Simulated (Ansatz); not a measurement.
`O=P(O)(O)CCCCc1ccc(-c2ccc(-c3cccs3)s2)s1`. Total charge 0; singlet. Geometry r2SCAN-D4/def2-SVP.

Cartesian coordinates in Å:
```
O -6.531 -3.280 -0.278
P -5.439 -2.708 -1.113
O -5.089 -3.576 -2.449
O -5.789 -1.215 -1.677
C -3.808 -2.514 -0.371
C -2.623 -2.304 -1.320
C -2.684 -1.024 -2.150
C -1.422 -0.812 -3.001
C -0.155 -0.716 -2.210
C 0.951 -1.540 -2.240
C 1.972 -1.162 -1.330
C 1.647 -0.042 -0.580
C 2.435 0.608 0.440
C 3.518 0.096 1.144
C 4.066 1.006 2.073
C 3.413 2.232 2.100
C 3.708 3.382 2.922
C 4.879 3.662 3.615
C 4.822 4.880 4.339
C 3.617 5.532 4.194
S 2.536 4.649 3.184
S 2.117 2.251 0.933
S 0.058 0.536 -1.019
H -5.850 -4.126 -2.691
H -6.723 -1.026 -1.496
H -3.899 -1.682 0.350
H -3.665 -3.432 0.226
H -2.544 -3.175 -1.995
H -1.702 -2.295 -0.711
H -2.828 -0.154 -1.482
H -3.561 -1.040 -2.817
H -1.555 0.098 -3.615
H -1.307 -1.650 -3.709
H 1.023 -2.394 -2.918
H 2.931 -1.676 -1.236
H 3.877 -0.927 1.008
H 4.898 0.770 2.741
H 5.756 3.011 3.575
H 5.645 5.274 4.939
H 3.302 6.483 4.625
```

Single mean-field runs in def2-SVP, def2-TZVP are fitted with def2-universal-jkfit. The restricted singlet is unstable towards broken spin symmetry in Hartree–Fock (as tested in another run); at HF/6-31G this wasn't settled.

Estimate the orbital energies around the gap (eV) in Ansatz with HF/6-31G, PBE-D4/def2-SVP, revPBE-D4/def2-TZVP, PBE0-D4/def2-TZVP, ωB97M-V/def2-TZVP.


| orbital | HF/6-31G | PBE-D4/def2-SVP | revPBE-D4/def2-TZVP | PBE0-D4/def2-TZVP | ωB97M-V/def2-TZVP |
| --- | --- | --- | --- | --- | --- |
| HOMO−13 | -13.33 | -8.36 | -8.40 | -9.93 | -12.33 |
| HOMO−12 | -13.28 | -8.22 | -8.35 | -9.85 | -12.22 |
| HOMO−11 | -13.04 | -8.15 | -8.16 | -9.79 | -12.09 |
| HOMO−10 | -12.96 | -7.93 | -8.06 | -9.54 | -11.81 |
| HOMO−9 | -12.74 | -7.82 | -7.87 | -9.36 | -11.70 |
| HOMO−8 | -12.65 | -7.56 | -7.77 | -9.27 | -11.50 |
| HOMO−7 | -12.28 | -7.00 | -6.97 | -8.47 | -10.92 |
| HOMO−6 | -12.06 | -6.50 | -6.75 | -8.38 | -10.76 |
| HOMO−5 | -10.72 | -6.47 | -6.73 | -8.23 | -10.50 |
| HOMO−4 | -9.86 | -6.37 | -6.37 | -7.52 | -9.63 |
| HOMO−3 | -9.67 | -6.22 | -6.22 | -7.36 | -9.46 |
| HOMO−2 | -9.56 | -6.12 | -6.11 | -7.25 | -9.34 |
| HOMO−1 | -8.91 | -5.82 | -5.80 | -6.89 | -8.97 |
| HOMO | -7.02 | -4.64 | -4.62 | -5.50 | -7.34 |
| LUMO | 1.42 | -2.33 | -2.37 | -1.80 | -0.01 |
| LUMO+1 | 3.17 | -1.30 | -1.40 | -0.65 | 1.32 |
| LUMO+2 | 4.23 | -0.80 | -1.07 | -0.23 | 1.78 |
| LUMO+3 | 4.53 | -0.29 | -0.42 | 0.45 | 2.00 |
| LUMO+4 | 4.80 | 0.10 | -0.28 | 0.51 | 2.52 |
| LUMO+5 | 5.40 | 0.16 | -0.12 | 0.73 | 2.65 |
